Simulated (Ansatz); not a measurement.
**A barrier at the coupled-cluster level**

Start structure (GeH₂Cl₂O, closed shell), relaxed at PBE0-D4/def2-TZVP:

```csv
atom,x (Å),y (Å),z (Å)
Ge1,-0.4732,-1.3176,0.0872
Cl2,1.7620,-1.2383,-0.0668
Cl3,-1.0083,-0.3620,-1.8692
H4,-0.6065,1.2753,0.0860
O5,-0.3172,0.7626,0.8556
H6,0.6432,0.8801,0.9074
```

The step: GeH₂Cl₂O ([OH2][Ge]([Cl])[Cl]) → GeHClO ([OH][Ge][Cl]) + HCl; bonds formed: Cl3–H4; dative contacts that become bonds: Ge1–O5; bonds broken: Ge1–Cl3, H4–O5. Program: Ansatz 0.2.0. Basis: def2-TZVPP and def2-QZVPP. Cores are frozen in the correlated methods. Filled d shells of the heavier atoms are correlated. The def2 sets are not built for correlating such inner shells, so the correlated values are less sure here. Extrapolation: Hartree–Fock as exp(−7.88 √X), correlation as X^−2.97. Energies below are by CCSD(T) at an estimated basis limit (MP2 extrapolated from triple and quadruple zeta, plus CCSD(T) − MP2 in triple zeta).

Task: What are the electronic barrier and the energy of the step, from the start structure to the end structure? (An estimate is asked for; the value comes from the calculation.)

Result: The calculation gives: Barrier 20.90 kcal/mol; step energy 15.13 kcal/mol (uphill); reverse barrier, their difference, 5.77 kcal/mol. Barrier and step energy count from the start structure, the reverse barrier from the end structure.

The saddle point: One imaginary mode of 337i cm⁻¹.
| pair | start (Å) | saddle (Å) | end (Å) |
| --- | --- | --- | --- |
| Ge1–O5 | 2.22 | 1.88 | 1.79 |
| Cl3–H4 | 2.58 | 1.40 | 1.30 |
| Ge1–Cl3 | 2.24 | 2.76 | 4.39 |
| H4–O5 | 0.97 | 1.46 | 1.83 |

Zero-point energy (harmonic, PBE0-D4): ZPE is 17.14 kcal/mol at the start and 14.13 kcal/mol at the saddle, so the barrier goes from 20.90 to 17.89 kcal/mol.

First-order rate constant out of the start structure at 898 K by transition-state theory, with harmonic vibrational free energies alone and no tunnelling: ΔA‡ = 21.42 kcal/mol, so k = (kB T/h) exp(−ΔA‡/kB T) ≈ 10^8 s⁻¹ (an order of magnitude at best: rotation, the number of equivalent paths and anharmonicity are left out).

The T1 diagnostic stays at or below 0.013.

Labels in which every atom is bracketed show which atoms are joined, not bond orders.

For scale, one of the runs: CCSD(T)/def2-TZVPP, 191 basis functions (an equivalent command: `ansatz run in.yaml --threads 4`). Time: 62 s of wall clock on 4 CPU threads; the host was shared. Peak host memory: 2 GiB.
